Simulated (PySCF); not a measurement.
CF3, SMILES F[C+](F)F, charge +1. Atoms are numbered in the order given.

```xyz
4

C      0.0000     0.0000     0.0000
F      1.2357     0.0000     0.0000
F     -0.6178     1.0701     0.0000
F     -0.6178    -1.0701     0.0000
```
Charge +1, spin multiplicity 1.

Geometry: B3LYP-D3(BJ)/def2-TZVP.

Calculation: PySCF with PBE/pcJ-1.

Isotropic couplings with Fermi-contact, spin-dipole and both spin-orbit terms, one fixed conformer, no vibrational averaging. Isotopes: 13C, 19F.

Computed spin–spin coupling constants:
| pair | bonds apart | J (Hz) |
|---|---|---|
| C1–F2 | 1 | -521.8 |
| C1–F3 | 1 | -521.8 |
| C1–F4 | 1 | -521.8 |
| F2–F3 | 2 | -587.5 |
| F2–F4 | 2 | -587.5 |
| F3–F4 | 2 | -587.5 |
